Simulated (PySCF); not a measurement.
Fe⁺: excitation energy

Fe⁺ [Ar] 3d6 4s1 (6D) → Fe⁺ [Ar] 3d6 4p1 (high-spin determinant), as a difference of total energies. All numbers are calculated (PySCF 2.14, no relativity, point nucleus, in aug-cc-pVTZ (8s7p5d3f2g, 93 functions)). Correlated levels: valence: [Ar] frozen. The calculations carry no spin-orbit coupling.

| method | excitation energy (eV) |
| --- | --- |
| UHF | 4.398 |
| MP2 (valence) | 4.631 |
| SCS-MP2 (valence) | 4.552 |
| CCSD (valence) | 4.612 |
| CCSD(T) (valence) | 4.614 |

Task: How much does correlation contribute at CCSD(T) (valence)?

Result: 4.614 − (4.398) = 0.216 eV, measured against UHF.

The determinant of the upper state mixes LS terms, which raises its energy above the lowest term, most at the Hartree-Fock and MP2 levels.
